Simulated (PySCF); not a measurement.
In(Cl) cation (ClIn), SMILES [In][Cl] (connectivity only; charge and spin as stated), charge +1, multiplicity 2.

Geometry optimised at B3LYP-D3(BJ)/def2-TZVP. The multiplicity is an assumed one; other spin states were not compared. The def2 effective core potentials stand for the cores of In; spin–orbit coupling is left out.

Level of theory: B3LYP-D3(BJ)/def2-TZVP in PySCF.

Frequencies are harmonic and unscaled.

Computed vibrational spectrum:
| mode | ν (cm⁻¹) | IR (km/mol) | moving atoms (share of kinetic energy) |
|---|---|---|---|
| 1 | 293 | 3.2 | Cl 76 %, In 24 % |
